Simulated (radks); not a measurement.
The numbers below are computed, except where a source is named.
The hafnium anion Hf- inside a hard spherical wall (all orbitals vanish at R), configuration held at [Xe] 4f14 5d3 6s2 and not refilled when levels cross. Code: a radial shooting solver on a logarithmic mesh with Libxc functionals. Model: scalar-relativistic Kohn-Sham, PBE, spin-polarised, spherical densities, point nucleus; open shells are filled with parallel spins first (spin-orbit coupling, left out, can overturn this in heavy ions). Eigenvalues in eV for spin up, with the zero of energy where the potential of the charges vanishes at infinity; a dash marks a level that is unbound or too diffuse for the functional's potential to be trusted. A positive occupied level is held by the wall or, in an anion where self-interaction has pushed it up, behind a barrier. The pressure on the wall is -dE/dV.

| R (bohr) | E (hartree) | kinetic (hartree) | e(5p) | e(4f) | e(6s) | e(6p, empty) | e(7s, empty) | e(5d) | pressure (GPa) |
|---|---|---|---|---|---|---|---|---|---|
| 20 | -15078.2457 | 16523.373 | -30.282 | -11.112 | -0.908 | 1.762 | 1.829 | 1.846 | 0.00239 |
| 15 | -15078.2431 | 16523.369 | -29.861 | -10.682 | -0.610 | 2.176 | 2.726 | 2.197 | 0.00779 |
| 12 | -15078.2392 | 16523.378 | -29.475 | -10.289 | -0.355 | 2.579 | 3.918 | 2.519 | 0.0371 |
| 6 | -15078.0628 | 16524.046 | -24.694 | -5.360 | 3.364 | 8.192 | 20.077 | 6.637 | 9.44 |
| 5 | -15077.8216 | 16524.843 | -21.499 | -1.954 | 6.854 | 13.256 | 33.299 | 9.698 | 35.4 |
| 4 | -15077.1317 | 16527.031 | -16.080 | 4.089 | 15.307 | 25.174 | 62.260 | 15.717 | 172 |
| 3 | -15074.4951 | 16535.886 | -4.487 | 17.690 | 42.167 | 60.317 | 139.83 | 30.780 | 1380 |
